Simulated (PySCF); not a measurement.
SMILES [NH2][Zn][SiH3], PBE0/def2-SVP optimised geometry.

```
8

Zn    -0.74     0.34     0.00
N     -1.53     1.98    -0.02
H     -1.37     2.63    -0.78
H     -1.66     2.51     0.83
Si     0.16    -1.84     0.00
H     -0.27    -2.62     1.21
H      1.66    -1.84     0.00
H     -0.28    -2.63    -1.20
```

Density from PBE0/def2-TZVP in PySCF 2.14.0 at that geometry.

Minimum of the electron density along straight lines between bonded atoms, close to the bond critical point (lines longer than 1.1 times the sum of covalent radii, or with two minima, are not listed):

| bond | length / Å | ρ at the minimum / e bohr⁻³ | ∇²ρ there / e bohr⁻⁵ | position (fraction from the first atom) |
|---|---|---|---|---|
| Zn1–N2 | 1.820 | [?] | [?] | 0.49 |
| N2–H3 | 1.016 | 0.330 | -1.54 | 0.73 |
| N2–H4 | 1.016 | 0.330 | -1.54 | 0.73 |
| Zn1–Si5 | 2.355 | 0.077 | [?] | 0.48 |
| Si5–H6 | 1.500 | 0.115 | 0.15 | 0.49 |
| Si5–H7 | 1.500 | 0.115 | 0.15 | 0.49 |
| Si5–H8 | 1.500 | 0.115 | 0.15 | 0.49 |

Task: Complete the blanks.

Result: 
- Zn1–N2, ρ at the minimum / e bohr⁻³: 0.134
- Zn1–N2, ∇²ρ there / e bohr⁻⁵: 0.55
- Zn1–Si5, ∇²ρ there / e bohr⁻⁵: -0.02
